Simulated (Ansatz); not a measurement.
Geometry optimisation, RKS PBE0-D4/6-31G* in Ansatz 0.2.0.

The input (input.yaml):

```yaml
crystal:
  periodic: [false, false, false]
  atoms:
    - { symbol: Al, position_ang: [-0.992949, -1.564695, 0.298779] }
    - { symbol: O, position_ang: [1.808896, -0.314676, -0.400055] }
    - { symbol: F, position_ang: [-1.187195, -1.655621, -1.324501] }
    - { symbol: F, position_ang: [-0.538069, -2.854164, 1.193729] }
    - { symbol: H, position_ang: [-0.480631, 1.647878, 0.851815] }
    - { symbol: F, position_ang: [-1.628642, -0.181989, 1.103891] }
    - { symbol: H, position_ang: [1.620744, 0.623119, -0.234183] }
    - { symbol: O, position_ang: [0.083323, 2.195206, 0.287207] }
    - { symbol: H, position_ang: [1.821543, -0.390946, -1.362378] }
    - { symbol: H, position_ang: [-0.506919, 2.495787, -0.414403] }
basis:
  gaussian: { orbitals: "6-31G*" }
hamiltonian:
  xc: pbe0
  dispersion: d4
relax:
  f_tol: 0.03
  max_steps: 50
output:
  orbitals: {}
```

Command:

```bash
$ ansatz run input.yaml --threads 2 --pin off --max-ram 3072MiB --backend cpu --events-out ev --progress --plain --runs-dir out
```

Question: Where does it end, and by what steps?

Answer: The run converged. The force dipped under the threshold on the way, but the program's further checks kept it going. After 12 steps the energy has fallen by 1.645 eV; O2 moved furthest, 0.74 Å. Joined: Al1–O2.

| step | energy less start (eV) | largest force component (eV/Å) | accepted |
| --- | --- | --- | --- |
| 0 | 0.0000 | 1.758 | yes |
| 1 | -0.3228 | 1.054 | yes |
| 2 | -0.7199 | 1.469 | yes |
| 3 | -1.2789 | 0.784 | yes |
| 4 | -1.5081 | 1.262 | yes |
| 5 | -1.6060 | 0.593 | yes |
| 6 | -1.6354 | 0.305 | yes |
| 7 | -1.6409 | 0.085 | yes |
| 8 | -1.6425 | 0.051 | yes |
| 9 | -1.6442 | 0.026 | yes |
| 10 | -1.6448 | 0.060 | yes |
| 11 | -1.6451 | 0.037 | yes |
| 12 | -1.6454 | 0.026 | yes |

```xyz
10
Properties=species:S:1:pos:R:3
Al -0.513 -1.323 0.144
O 1.084 -0.376 -0.283
F -0.985 -1.739 -1.393
F -0.135 -2.539 1.195
H -0.517 1.454 0.742
F -1.386 -0.047 0.829
H 0.941 0.623 -0.112
O 0.263 1.936 0.387
H 1.333 -0.509 -1.210
H -0.086 2.520 -0.299
```

Time of the run: 25 s on 2 threads of Intel(R) Xeon(R) Platinum 8488C (Sapphire Rapids), with other jobs on the host, peak memory 0.23 GiB.
